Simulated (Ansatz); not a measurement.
Calculated with Ansatz (gas phase, PBE0-D4/def2-TZVP geometries, no zero-point term in ΔE). CCSD(T)/CBS adds triple-zeta CCSD(T) − MP2 to the extrapolated MP2 energy (def2 sets, frozen cores). This one scheme is used for every species. Functionals use def2-TZVPP. HSE06 is defined as in plane-wave codes. Each species was taken in one conformer, which may not be the lowest.

`C/C=C/[SiH2]N` + `FBF` → `N[SiH2]B(F)F` + propene  (formal exchange of groups at the Si–C bond)

| species | HSE06-D4 energy (Eh) |
| --- | --- |
| `C/C=C/[SiH2]N` | -463.72393 |
| `FBF` | -225.11196 |
| `N[SiH2]B(F)F` | -571.02914 |
| `C=CC` | -117.79396 |

Q: Work out ΔE.

A: ΔE = (-571.02914) + (-117.79396) − (-463.72393) − (-225.11196) = 0.01279 Eh = +8.0 kcal/mol. CCSD(T)/CBS gives +9.5 kcal/mol.

Largest T1 diagnostic among the species: 0.013.

From PBE to PBE0 (25 % exact exchange), in def2-TZVPP and without D4, ΔE moves by +1.1 kcal/mol. The D4 term adds +1.0 kcal/mol with B3LYP and +0.6 kcal/mol with PBE0; it sums over pairs of atoms, weighted by their polarisabilities, and B3LYP, whose exchange is more repulsive, gets the larger term.

B3LYP here is the variant with VWN-RPA as its local correlation; programs differ in this.
